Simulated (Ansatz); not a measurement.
Cl2H4Si2, SMILES [SiH3][SiH](Cl)Cl.

Coordinates come from a PBE0-D3(BJ)/def2-SVP optimisation.

Two levels are set side by side: PBE/def2-SVPD (Ansatz, an electronic-structure program) and CAM-B3LYP/def2-SVPD (Ansatz). Energy differences of separate SCF runs at the same geometry; the states with an electron removed or added have multiplicity 2 and 2. Differences are taken from unrounded values.

```json
[
 {"quantity": "vertical ionisation energy (eV)", "CAM-B3LYP": "10.46"},
 {"quantity": "vertical singlet–triplet gap (eV)", "CAM-B3LYP": "6.04"}
]
```

### Question
What does PBE give, and how far is it from CAM-B3LYP? (Estimate from the structure and the level; the computed values follow.)

### Answer

```csv
quantity,PBE,PBE minus CAM-B3LYP
vertical ionisation energy (eV),9.88,-0.58
vertical singlet–triplet gap (eV),5.32,-0.72
```
